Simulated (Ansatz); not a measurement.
Harmonic frequencies (cm⁻¹) at PBE0-D4/def2-TZVP from Ansatz: 68, 250, 296, 326, 344, 463, 539, 562, 701, 713, 744, 803, 1336, 1905, 1915, 1917, 3081, 3152.

Which molecule is it?
A. `CNC=O`
B. `O=[CH][SnH2][OH]`
C. `NB(F)[SeH]`
D. `[CH2]1[AlH][SnH2]1`

D.
